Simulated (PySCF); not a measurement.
Bonding in `CCCNN(C)CC`

Species: C₆H₁₆N₂.
SMILES with atom numbers: `[CH3:1][CH2:2][CH2:3][NH:4][N:5]([CH3:6])[CH2:7][CH3:8]` (hydrogens: H9, H10, H11 on C1; H12, H13 on C2; H14, H15 on C3; H16 on N4; H17, H18, H19 on C6; H20, H21 on C7; H22, H23, H24 on C8)

Geometry (GFN2-xTB, Å), atoms numbered from 1 in this order:
```
atom  x, y, z in Å
C1     2.3780    1.4400   -0.0625
C2     2.4201   -0.0720    0.1145
C3     1.0646   -0.7194   -0.1576
N4     0.0804   -0.2128    0.7913
N5    -1.2619   -0.6130    0.6350
C6    -1.4769   -2.0435    0.4927
C7    -1.9349    0.1505   -0.4031
C8    -1.8650    1.6416   -0.1101
H9     3.3535    1.8755    0.1410
H10    2.0912    1.6964   -1.0796
H11    1.6519    1.8709    0.6207
H12    2.7296   -0.3087    1.1357
H13    3.1557   -0.5057   -0.5666
H14    0.7295   -0.4492   -1.1629
H15    1.1794   -1.8165   -0.1176
H16    0.3634   -0.4460    1.7399
H17   -2.5355   -2.2457    0.6511
H18   -0.9070   -2.5673    1.2604
H19   -1.1917   -2.4381   -0.4939
H20   -1.5177   -0.0527   -1.4048
H21   -2.9778   -0.1767   -0.4074
H22   -2.4087    2.1968   -0.8706
H23   -0.8302    1.9682   -0.1005
H24   -2.3017    1.8472    0.8628
```

Bond orders from the PBE0/pcSseg-1 density (PySCF). Geometry: GFN2-xTB, one conformer, isolated molecule.

Task: Where do the orders between heavy atoms depart from those drawn in the SMILES?

Result: The largest departure is 0.066, at C7–C8 (drawn single, 1.066).

Task: Give the Mayer order of every bond between heavy atoms, beside its length.

Result: 
| bond | drawn as | length (Å) | Mayer order |
| --- | --- | --- | --- |
| C1–C2 | single | 1.523 | 1.049 |
| C2–C3 | single | 1.527 | 1.046 |
| C3–N4 | single | 1.458 | 0.940 |
| N4–N5 | single | 1.409 | 0.999 |
| N5–C6 | single | 1.454 | 0.959 |
| N5–C7 | single | 1.454 | 0.951 |
| C7–C8 | single | 1.521 | 1.066 |

Bonds between the same two heavy elements. C–C: lowest C2–C3 and C1–C2 (1.046, 1.527 Å), highest C7–C8 (1.066, 1.521 Å). C–N: all 3 within 0.02 of one another (0.940 to 0.959). Bonds named together lie within 0.004.

Task: And the bonds to hydrogen?

Result: C–H: 0.93 to 0.97 (15 bonds); H–N: 0.94 (1 bond).

Task: Sum the orders of all bonds at each heavy atom with more than one neighbour and set the sums beside the valence in the SMILES.

Result: C1 3.942 (drawn 4), C2 4.001 (drawn 4), C3 3.862 (drawn 4), N4 2.874 (drawn 3), N5 2.909 (drawn 3), C6 3.837 (drawn 4), C7 3.900 (drawn 4), C8 3.950 (drawn 4). Orders between atoms that aren't bonded are not in these sums.

For a closed shell the Mayer order of atoms A and B is Σ (PS)μν (PS)νμ over the basis functions μ on A and ν on B, with P the density and S the overlap matrix.

The run behind these numbers computed NMR shieldings as well. On one thread, Intel Xeon at 2.50 GHz (x86_64), no GPU, shared host with 64 logical CPUs at a one-minute load of 60, this took 1.9 min wall and 0.89 GiB of memory at its peak.
